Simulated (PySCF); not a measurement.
## Assigning NMR signals

Geometry:
| atom | x (Å) | y (Å) | z (Å) |
| --- | --- | --- | --- |
| C1 | -1.569 | 1.522 | 0.571 |
| C2 | -0.510 | 0.499 | 0.223 |
| C3 | 0.659 | 1.028 | -0.640 |
| C4 | 1.774 | 0.029 | -0.284 |
| C5 | 1.035 | -0.881 | 0.716 |
| C6 | 0.078 | -1.796 | -0.071 |
| C7 | -1.032 | -0.797 | -0.441 |
| O8 | 0.161 | 0.006 | 1.379 |
| H9 | -2.323 | 1.074 | 1.213 |
| H10 | -1.117 | 2.356 | 1.101 |
| H11 | -2.042 | 1.886 | -0.338 |
| H12 | 0.414 | 1.036 | -1.700 |
| H13 | 0.920 | 2.040 | -0.335 |
| H14 | 2.145 | -0.525 | -1.143 |
| H15 | 2.612 | 0.526 | 0.202 |
| H16 | 1.675 | -1.392 | 1.433 |
| H17 | 0.558 | -2.245 | -0.937 |
| H18 | -0.299 | -2.590 | 0.572 |
| H19 | -1.989 | -1.084 | -0.006 |
| H20 | -1.158 | -0.681 | -1.516 |

Computational details: GFN2-xTB structure, NMR shieldings at PBE0/pcSseg-1/GIAO, in PySCF 2.14 (one averaged value for each set of equivalent atoms, single conformer, non-relativistic, gas phase).

Shifts are taken against calculated references (same method and geometry level): ¹³C, ¹H against TMS.

(1) Assign these signals to the numbered atoms. ¹³C{¹H} NMR (computed): δ 85.3 (C), 79.2 (CH), 39.3 (CH2), 35.4 (CH2), 23.2 (CH3).

(2) Assign these signals to the numbered atoms. ¹H NMR (400 MHz, computed): δ 4.42 (m, 1H), 1.87 (m, 2H), 1.49 (s, 3H), 1.42 (m, 2H), 1.36 (m, 2H), 1.36 (m, 2H).

## Answers

(1) 
85.3 → C2, fully substituted sp3 carbon bonded to O: pulled downfield by the heteroatom
79.2 → C5, sp3 CH bonded to O: pulled downfield by the heteroatom
39.3 → C3/C7, sp3 CH2 in a ring: a saturated carbon with 2 carbon neighbours and no heteroatom attached
35.4 → C4/C6, sp3 CH2 in a ring
23.2 → C1, methyl carbon: a saturated carbon with 1 carbon neighbour and no heteroatom attached

(2) 
| δ (ppm) | atoms | environment | reason |
| --- | --- | --- | --- |
| 4.42 | H16 | hydrogen on an sp3 CH bonded to O | its carbon carries O, hence the downfield position |
| 1.87 | H15/H18 | hydrogen on an sp3 CH2 in a ring | – |
| 1.49 | H9/H10/H11 | hydrogen on a methyl carbon | – |
| 1.42 | H13/H19 | hydrogen on an sp3 CH2 in a ring | – |
| 1.36 | H14/H17 | hydrogen on an sp3 CH2 in a ring | – |
| 1.36 | H12/H20 | hydrogen on an sp3 CH2 in a ring | – |

H9/H10/H11 and H13/H19; H13/H19 and H14/H17; H14/H17 and H12/H20 lie closer than the usual error of such a calculation, so a measured spectrum could show them in the other order.

Shifts are as computed. Against solution values, carbons near 30 ppm lie about +3 ppm off and those near 130 ppm about +5 ppm. Of 1211 compounds with measured shifts, 218 miss one by over three times the rms of a fit or turn the order of signals round; such compounds aren't used in these exercises. Multiplicities follow the n + 1 count of equivalent neighbours, as no J values were calculated; m marks all less simple cases, F and P coupling included.
